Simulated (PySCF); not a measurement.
## C₆ coefficients of unlike pairs at M06

Calculated with PySCF 2.14 from the dipole response of each species, C₆(A,B) = (3/π) ∫ α_A(iu) α_B(iu) du, in atomic units, from isotropic polarisabilities. For ions this is the dispersion term alone; charge-induced terms of lower order in 1/R come first.

| species | configuration | basis | relativity | α (bohr³) | C₆ (like pair) |
| --- | --- | --- | --- | --- | --- |
| Tc²⁺ | [Kr] 4d5 (6S) | def2-TZVPPD with the def2 core potential (28 electrons) (6s4p3d2f1g) | core potential | 7.847 | 40.47 |
| B | [He] 2s2 2p1 (2P) | aug-cc-pCVTZ-DK (7s6p4d2f) | spin-free X2C | 22.68 | 105.8 |
| Hg | [Xe] 4f14 5d10 6s2 (1S) | aug-cc-pVTZ-PP with one added diffuse shell each of s, p, d, f, g type with ECP60MDF (7s7p6d4f3g) | core potential | 38.45 | 368.5 |
| B⁺ | [He] 2s2 (1S) | aug-cc-pVQZ-DK (6s5p4d3f2g) | spin-free X2C | 10.60 | 27.60 |

Problem. Estimate C₆ for B⁺ with Hg.

Solution. The integral gives 99.97. The combination rule 2 C_A C_B / (C_A α_B/α_A + C_B α_A/α_B) gives 100.8 and the geometric mean 100.8.

No spin-orbit coupling is included.

The other pairs:

```csv
pair,C₆
"B, Tc²⁺",55.83
"Hg, Tc²⁺",113.3
"B⁺, Tc²⁺",29.37
"B⁺, B",53.89
"Hg, B",194.6
```
